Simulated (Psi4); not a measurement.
C2H4NO, doublet, geometry from GFN2-xTB, atoms displaced at random by about 0.08 Å a coordinate; Psi4 with TPSS/STO-3G, gradient.

The Psi4 input:
```
memory 2 GB

molecule {
0 2
O     0.27072050    1.36772334    0.29549794
C     0.04488607    0.20973333    0.02348629
N     0.96013720   -0.72190673   -0.26587814
C    -1.27089401   -0.45862997   -0.06778116
H     0.94543486   -1.76527340   -0.36665275
H    -1.63726814   -1.32893582   -0.26460014
H    -2.22093373    0.34597238    0.13784326
H     1.89609689   -0.44145244    0.03047420
symmetry c1
no_reorient
no_com
}

set {
  basis sto-3g
  reference uks
}

gradient('tpss')
print_variables()
```

Output, abridged:

```
gradient() will perform analytic gradient computation.

   => Loading Basis Set <=

    Name: STO-3G
    Role: ORBITAL
    Keyword: BASIS

         ---------------------------------------------------------
                                   SCF
               by Justin Turney, Rob Parrish, Andy Simmonett
                          and Daniel G. A. Smith
                              UKS Reference
         ---------------------------------------------------------

  ==> Geometry <==

    Molecular point group: c1
    Full point group: C1

    Geometry (in Angstrom), charge = 0, multiplicity = 2:

       Center              X                  Y                   Z               Mass
    ------------   -----------------  -----------------  -----------------  -----------------
         O            0.270720500000     1.367723340000     0.295497940000    15.994914619570
         C            0.044886070000     0.209733330000     0.023486290000    12.000000000000
         N            0.960137200000    -0.721906730000    -0.265878140000    14.003074004430
         C           -1.270894010000    -0.458629970000    -0.067781160000    12.000000000000
         H            0.945434860000    -1.765273400000    -0.366652750000     1.007825032230
         H           -1.637268140000    -1.328935820000    -0.264600140000     1.007825032230
         H           -2.220933730000     0.345972380000     0.137843260000     1.007825032230
         H            1.896096890000    -0.441452440000     0.030474200000     1.007825032230

  Running in c1 symmetry.

  Rotational constants: A =      0.37597  B =      0.34309  C =      0.17979 [cm^-1]
  Rotational constants: A =  11271.28377  B =  10285.49948  C =   5390.05760 [MHz]
  Nuclear repulsion =  114.481779052739086

  Charge       = 0
  Multiplicity = 2
  Electrons    = 31
  Nalpha       = 16
  Nbeta        = 15

  ==> Algorithm <==

  SCF Algorithm Type is DF.
  DIIS enabled.
  MOM disabled.
  Fractional occupation disabled.
  Guess Type is SAD.
  Energy threshold   = 1.00e-08
  Density threshold  = 1.00e-08
  Integral threshold = 1.00e-12

  ==> Primary Basis <==

  Basis Set: STO-3G
    Blend: STO-3G
    Number of shells: 16
    Number of basis functions: 24
    Number of Cartesian functions: 24
    Spherical Harmonics?: true
    Max angular momentum: 1

  ==> DFT Potential <==

   => LibXC <=

    Version 7.1.2
    S. Lehtola, C. Steigemann, M. J. T. Oliveira, and M. A. L. Marques,  SoftwareX 7, 1–5 (2018) (10.1016/j.softx.2017.11.002)

   => Composite Functional: TPSS <=

    TPSS Meta-GGA XC Functional

    J. Tao, et al., Phys. Rev. Lett., 91, 146401, 2003

    Deriv               =              1
    GGA                 =           TRUE
    Meta                =           TRUE

    Exchange Hybrid     =          FALSE
    MP2 Hybrid          =          FALSE

   => Exchange Functionals <=

    1.0000   XC_MGGA_X_TPSS

   => Correlation Functionals <=

    1.0000   XC_MGGA_C_TPSS

   => LibXC Density Thresholds  <==

    XC_MGGA_C_TPSS:  1.00E-15
    XC_MGGA_X_TPSS:  1.00E-15

   => Molecular Quadrature <=

    Radial Scheme          =       TREUTLER
    Pruning Scheme         =           NONE
    Nuclear Scheme         =       TREUTLER

    Blocking Scheme        =         OCTREE
    BS radius alpha        =              1
    Pruning alpha          =              1
    Radial Points          =             75
    Spherical Points       =            302
    Total Points           =         170821
    Total Blocks           =           1319
    Max Points             =            256
    Max Functions          =             24
    Weights Tolerance      =       1.00E-15

   => Loading Basis Set <=

    Name: (STO-3G AUX)
    Role: JKFIT
    Keyword: DF_BASIS_SCF

  ==> Integral Setup <==

  SCF_SUBTYPE=INCORE selected. In-core MEM_DF algorithm will be used.
  Using in-core AOs.

  ==> MemDFJK: Density-Fitted J/K Matrices <==

    J tasked:                   Yes
    K tasked:                    No
    wK tasked:                   No
    Algorithm:                 Core
    Schwarz Cutoff:           1E-12
    Mask sparsity (%):       1.0417
    Fitting Condition:        1E-10

   => Auxiliary Basis Set <=

  Basis Set: (STO-3G AUX)
    Blend: DEF2-UNIVERSAL-JKFIT
    Number of shells: 124
    Number of basis functions: 376
    Number of Cartesian functions: 444
    Spherical Harmonics?: true
    Max angular momentum: 4

  Minimum eigenvalue in the overlap matrix is 2.1819529040E-01.
  Reciprocal condition number of the overlap matrix is 9.6565919677E-02.
    Using symmetric orthogonalization.

  ==> Pre-Iterations <==

  SCF Guess: Superposition of Atomic Densities via on-the-fly atomic UHF (no occupation information).

   -------------------------
    Irrep   Nso     Nmo
   -------------------------
     A         24      24
   -------------------------
    Total      24      24
   -------------------------

  ==> Iterations <==

                           Total Energy        Delta E     RMS |[F,P]|

   @DF-UKS iter SAD:  -204.47168980592721   -2.04472e+02   0.00000e+00
   @DF-UKS iter   1:  -205.70609232120214   -1.23440e+00   1.48450e-02 DIIS/ADIIS
   @DF-UKS iter   2:  -204.39341472508511    1.31268e+00   6.10134e-02 DIIS/ADIIS
   @DF-UKS iter   3:  -205.74989694606671   -1.35648e+00   1.14015e-02 DIIS/ADIIS
   @DF-UKS iter   4:  -205.78976415727851   -3.98672e-02   1.78618e-03 DIIS/ADIIS
   @DF-UKS iter   5:  -205.79102950716020   -1.26535e-03   6.16128e-04 DIIS/ADIIS
   @DF-UKS iter   6:  -205.79108799109463   -5.84839e-05   5.35756e-04 DIIS/ADIIS
   @DF-UKS iter   7:  -205.79120465520046   -1.16664e-04   8.42471e-05 DIIS
   @DF-UKS iter   8:  -205.79120885846100   -4.20326e-06   1.89237e-05 DIIS
   @DF-UKS iter   9:  -205.79120914923044   -2.90769e-07   4.66761e-06 DIIS
   @DF-UKS iter  10:  -205.79120916156307   -1.23326e-08   3.04126e-06 DIIS
   @DF-UKS iter  11:  -205.79120916600999   -4.44692e-09   2.03875e-07 DIIS
[...]
  @DF-UKS Final Energy:  -205.79120916603921
[...]
    One-Electron Energy =                -507.3383191571909379
    Two-Electron Energy =                 215.0522347904839648
    DFT Exchange-Correlation Energy =     -27.9869038520713502
    Empirical Dispersion Energy =           0.0000000000000000
    VV10 Nonlocal Energy =                  0.0000000000000000
    Total Energy =                       -205.7912091660392093

  UHF NO Occupations:
  HONO-2 :   14  A 1.9985375
  HONO-1 :   15  A 1.9983744
  HONO-0 :   16  A 1.0000000
  LUNO+0 :   17  A 0.0016256
  LUNO+1 :   18  A 0.0014625
  LUNO+2 :   19  A 0.0007503
  LUNO+3 :   20  A 0.0002370

Computation Completed

Properties will be evaluated at   0.000000,   0.000000,   0.000000 [a0]

Properties computed using the SCF density matrix

 Multipole Moments:

 ------------------------------------------------------------------------------------
     Multipole            Electronic (a.u.)      Nuclear  (a.u.)        Total (a.u.)
 ------------------------------------------------------------------------------------

 L = 1.  Multiply by 2.5417464519 to convert [e a0] to [Debye]
 Dipole X            :         -0.6994570            0.9713318            0.2718748
 Dipole Y            :         -3.3537981            2.2778201           -1.0759780
 Dipole Z            :          0.3993510           -0.4268289           -0.0274779
 Magnitude           :                                                    1.1101350

 ------------------------------------------------------------------------------------

         ------------------------------------------------------------
                                   SCF GRAD
                          Rob Parrish, Justin Turney,
                       Andy Simmonett, and Alex Sokolov
         ------------------------------------------------------------

  ==> Geometry <==

    Molecular point group: c1
    Full point group: C1

    Geometry (in Angstrom), charge = 0, multiplicity = 2:

       Center              X                  Y                   Z               Mass
    ------------   -----------------  -----------------  -----------------  -----------------
         O            0.270720500000     1.367723340000     0.295497940000    15.994914619570
         C            0.044886070000     0.209733330000     0.023486290000    12.000000000000
         N            0.960137200000    -0.721906730000    -0.265878140000    14.003074004430
         C           -1.270894010000    -0.458629970000    -0.067781160000    12.000000000000
         H            0.945434860000    -1.765273400000    -0.366652750000     1.007825032230
         H           -1.637268140000    -1.328935820000    -0.264600140000     1.007825032230
         H           -2.220933730000     0.345972380000     0.137843260000     1.007825032230
         H            1.896096890000    -0.441452440000     0.030474200000     1.007825032230

  Nuclear repulsion =  114.481779052739086

  ==> Basis Set <==

  Basis Set: STO-3G
    Blend: STO-3G
    Number of shells: 16
    Number of basis functions: 24
    Number of Cartesian functions: 24
    Spherical Harmonics?: true
    Max angular momentum: 1

  ==> DFJKGrad: Density-Fitted SCF Gradients <==

    Gradient:                    1
    J tasked:                  Yes
    K tasked:                   No
    wK tasked:                  No
    Integrals threads:           1
    Schwarz Cutoff:          1E-12
    Fitting Condition:       1E-10

   => Auxiliary Basis Set <=

  Basis Set: (STO-3G AUX)
    Blend: DEF2-UNIVERSAL-JKFIT
    Number of shells: 124
    Number of basis functions: 376
    Number of Cartesian functions: 444
    Spherical Harmonics?: true
    Max angular momentum: 4

  ==> DFT Potential <==

   => LibXC <=

    Version 7.1.2
    S. Lehtola, C. Steigemann, M. J. T. Oliveira, and M. A. L. Marques,  SoftwareX 7, 1–5 (2018) (10.1016/j.softx.2017.11.002)

   => Composite Functional: TPSS <=

    TPSS Meta-GGA XC Functional

    J. Tao, et al., Phys. Rev. Lett., 91, 146401, 2003

    Deriv               =              1
    GGA                 =           TRUE
    Meta                =           TRUE

    Exchange Hybrid     =          FALSE
    MP2 Hybrid          =          FALSE

   => Exchange Functionals <=

    1.0000   XC_MGGA_X_TPSS

   => Correlation Functionals <=

    1.0000   XC_MGGA_C_TPSS

   => LibXC Density Thresholds  <==

    XC_MGGA_C_TPSS:  1.00E-15
    XC_MGGA_X_TPSS:  1.00E-15

   => Molecular Quadrature <=

    Radial Scheme          =       TREUTLER
    Pruning Scheme         =           NONE
    Nuclear Scheme         =       TREUTLER

    Blocking Scheme        =         OCTREE
    BS radius alpha        =              1
    Pruning alpha          =              1
    Radial Points          =             75
    Spherical Points       =            302
    Total Points           =         170821
    Total Blocks           =           1319
    Max Points             =            256
    Max Functions          =             24
    Weights Tolerance      =       1.00E-15

  -Total Gradient:
     Atom            X                  Y                   Z
    ------   -----------------  -----------------  -----------------
       1       -0.021448155857    -0.108294954153    -0.026450657952
       2        0.093900657500     0.072142813631     0.011016555547
       3       -0.108566410711     0.066146555449     0.021750434083
       4        0.068764687202    -0.220554655787    -0.051456051935
       5        0.021894374720    -0.003520772141    -0.001845237460
       6        0.036977821566     0.149389494652     0.034608388475
       7       -0.059787792810     0.051445178410     0.012541200045
       8       -0.031653550348    -0.006820422867    -0.000175294763

  Variable Map:
  ----------------------------------------------------------------------------
[...]
  Array Variable Map:
  ----------------------------------------------------------------------------
[...]
[...]
```
